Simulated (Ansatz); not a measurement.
Start from `ClC(Cl)[CH2][GaH2]` and change one atom or group to get `ClC(Cl)Br`.

Ansatz, PBE0-D4/def2-TZVP geometries, multiplicity 1. Each molecule was computed in one conformer, which needn't be the lowest. `ClC(Cl)[CH2][GaH2]` holds a close contact that its SMILES doesn't draw: Ga···Cl 2.80 Å.

Scalar relativity is left out up to krypton. Spin–orbit coupling is left out; it splits and shifts lone-pair levels of the heavy atoms by tenths of an eV.

```
                                      property  `ClC(Cl)[CH2][GaH2]`
size of the dipole moment (PBE/def2-TZVPP) / D                  1.92
           HOMO–LUMO gap (PBE/def2-TZVPP) / eV                  4.80
            HOMO energy (PBE0/def2-TZVPP) / eV                 -7.96
           HOMO energy (B3LYP/def2-TZVPP) / eV                 -7.75
         LUMO energy (ωB97M-V/def2-TZVPP) / eV                  0.65
          HOMO–LUMO gap (PBE0/def2-TZVPP) / eV                  6.89
```

Problem. What does the change do to each property? (Estimate.)

Solution. Ansatz gave: 
```json
{"property": "size of the dipole moment (PBE/def2-TZVPP) / D", "`ClC(Cl)Br`": "0.97", "shift": "-0.95"}
{"property": "HOMO–LUMO gap (PBE/def2-TZVPP) / eV", "`ClC(Cl)Br`": "4.82", "shift": "0.02"}
{"property": "HOMO energy (PBE0/def2-TZVPP) / eV", "`ClC(Cl)Br`": "-8.46", "shift": "-0.50"}
{"property": "HOMO energy (B3LYP/def2-TZVPP) / eV", "`ClC(Cl)Br`": "-8.18", "shift": "-0.43"}
{"property": "LUMO energy (ωB97M-V/def2-TZVPP) / eV", "`ClC(Cl)Br`": "0.89", "shift": "0.24"}
{"property": "HOMO–LUMO gap (PBE0/def2-TZVPP) / eV", "`ClC(Cl)Br`": "7.18", "shift": "0.29"}
```

With PBE0 the HOMO falls by 0.50 eV and the LUMO falls by 0.20 eV, so the gap widens by about 0.30 eV. PBE moves the HOMO by -0.37 eV and ωB97M-V by -0.54 eV. The zero-point energy changes by -107.3 kJ/mol with -15 modes. Dipoles are sizes alone; their direction can turn.

B3LYP here is the variant with VWN-RPA as its local correlation; programs differ in this.

Positive LUMOs are unbound, so they and the gaps depend on the basis.
